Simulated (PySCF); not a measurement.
C4H5FGe.
Atom-mapped SMILES: `[F:1][C:2]1=[CH:3][CH:4]=[CH:5][GeH2:6]1` (hydrogens: H7 on C3; H8 on C4; H9 on C5; H10, H11 on Ge6)

Computed by this run: PySCF, PBE0-D3(BJ)/def2-SVP geometry optimisation, gas phase; density fitting, grid level 1; the optimiser is geomeTRIC in internal coordinates, started from a GFN2-xTB structure with every atom displaced at random (about 0.01 Å).

Step 0: E = -63435.9727 eV
```
atom  x, y, z in Å  |  force x, y, z in eV/Å
F1     -2.1928    1.3773   -0.6156   -0.885   0.389  -0.202
C2     -1.1149    0.6840   -0.3372   -0.584  -0.347  -0.127
C3      0.0501    1.2561   -0.0858    2.069   0.043   0.430
C4      1.1923    0.3379    0.2070   -2.318  -0.726  -0.482
C5      0.9027   -0.9867    0.1872    0.243   0.487   0.096
Ge6    -0.9783   -1.2597   -0.2367    0.735   0.560   0.407
H7      0.2509    2.3226   -0.0746   -0.299   0.371  -0.089
H8      2.1511    0.7517    0.4212    0.990   0.315   0.230
H9      1.6648   -1.7075    0.4215    0.381  -0.583   0.061
H10    -1.8268   -1.8711    0.8503   -0.236  -0.162   0.431
H11    -1.2760   -1.9557   -1.5225   -0.096  -0.347  -0.755
```

Step 1: E = -63436.0942 eV
```
atom  x, y, z in Å  |  force x, y, z in eV/Å
F1     -2.2322    1.4041   -0.6203    0.251  -0.125   0.065
C2     -1.1313    0.7080   -0.3410   -0.018   0.045  -0.010
C3      0.0684    1.2652   -0.0862   -0.324  -0.011  -0.079
C4      1.1578    0.3206    0.2038    0.479   0.172   0.144
C5      0.9219   -1.0067    0.2013   -0.167  -0.055  -0.038
Ge6    -0.9560   -1.2489   -0.2269   -0.132  -0.154  -0.085
H7      0.2249    2.3467   -0.0901    0.044   0.023   0.006
H8      2.1571    0.7323    0.4301   -0.245  -0.085  -0.071
H9      1.6907   -1.7500    0.4207   -0.026   0.026  -0.023
H10    -1.8220   -1.8640    0.8954    0.086   0.060  -0.106
H11    -1.2561   -1.9584   -1.5719    0.053   0.104   0.197
```

Step 2: E = -63436.0977 eV
```
atom  x, y, z in Å  |  force x, y, z in eV/Å
F1     -2.2168    1.4031   -0.6182   -0.028  -0.050  -0.002
C2     -1.1273    0.6974   -0.3396    0.008   0.128  -0.003
C3      0.0668    1.2608   -0.0855    0.033   0.078   0.008
C4      1.1698    0.3285    0.2094   -0.185  -0.088  -0.040
C5      0.9099   -0.9967    0.1985    0.201  -0.064   0.058
Ge6    -0.9618   -1.2549   -0.2274   -0.004   0.051  -0.010
H7      0.2198    2.3436   -0.0926   -0.014   0.007  -0.002
H8      2.1639    0.7362    0.4306   -0.050  -0.028  -0.016
H9      1.6749   -1.7436    0.4129    0.012  -0.035  -0.006
H10    -1.8215   -1.8673    0.8885    0.011   0.000   0.008
H11    -1.2545   -1.9582   -1.5616    0.016   0.001   0.005
```

**Question.** Estimate the geometry and energy of step 3. (The exact step hangs on the optimiser's Hessian estimate; all steps are aligned on step 2, rigid shifts and turns removed.)

**Answer.** E = -63436.0999 eV, largest force 0.106 eV/Å
```
atom  x, y, z in Å  |  force x, y, z in eV/Å
F1     -2.2206    1.3993   -0.6197   -0.052  -0.013  -0.009
C2     -1.1273    0.7026   -0.3397   -0.039   0.055  -0.011
C3      0.0646    1.2680   -0.0856    0.042  -0.096   0.017
C4      1.1579    0.3222    0.2079    0.035   0.000  -0.002
C5      0.9155   -1.0062    0.2008   -0.045   0.065  -0.003
Ge6    -0.9576   -1.2506   -0.2263    0.017   0.014   0.016
H7      0.2231    2.3504   -0.0922    0.004  -0.022   0.005
H8      2.1494    0.7297    0.4264    0.069   0.028   0.014
H9      1.6823   -1.7522    0.4133    0.010   0.010  -0.005
H10    -1.8163   -1.8620    0.8873   -0.029  -0.014   0.039
H11    -1.2478   -1.9523   -1.5573   -0.013  -0.028  -0.062
```

The energy changes by -0.0022 eV. The first-order estimate −F·Δx gives -0.0079 eV and the mean of the old and new forces, exact on a quadratic surface, -0.0021 eV. The step makes an angle of 48° with the force vector and moves no atom by more than 0.016 Å.

The cost below is that of the whole optimisation. The run took 83 s wall on Arm Neoverse N1, one thread, on a shared host, and the process peaked at 0.53 GiB of memory.
